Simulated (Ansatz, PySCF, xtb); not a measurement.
Potential energy surface of H2Be, singlet: symmetric bend, bond length relaxed. Scanned: H-Be-H angle. Other coordinates (Be-H bond length) were minimised at B3LYP/def2-TZVP.

RKS-LDA (SVWN5)/6-31G* = restricted LDA (SVWN5)/6-31G*, spherical d (PySCF 2.14.0); RKS-PBE/cc-pVTZ = restricted PBE/cc-pVTZ (Ansatz, a program for electronic structure); GFN1-xTB (xtb); FCI/cc-pVTZ = full CI/cc-pVTZ, frozen core (Ansatz).

Energies relative to the lowest point of each profile, in kcal/mol:

```csv
a / °,RKS-LDA (SVWN5)/6-31G*,RKS-PBE/cc-pVTZ,GFN1-xTB
180,0.0,0.0,0.0
170.57,0.4,0.4,0.2
159.83,1.9,1.9,0.9
147.95,4.9,5.0,2.3
137.55,8.7,8.8,4.3
129.41,12.4,12.6,6.5
120.03,17.7,18.0,9.9
107.66,26.3,26.8,16.1
102.04,30.8,31.6,19.9
88.81,43.6,44.7,31.6
70.30,66.7,68.0,58.5
60,82.3,83.2,81.9
```

Problem. What does FCI/cc-pVTZ give at the same points?

Solution. 180: 0.0; 170.57: 0.4; 159.83: 2.0; 147.95: 5.0; 137.55: 8.9; 129.41: 12.9; 120.03: 18.5; 107.66: 27.7; 102.04: 32.6; 88.81: 46.5; 70.30: 71.7; 60: 88.5 (kcal/mol).
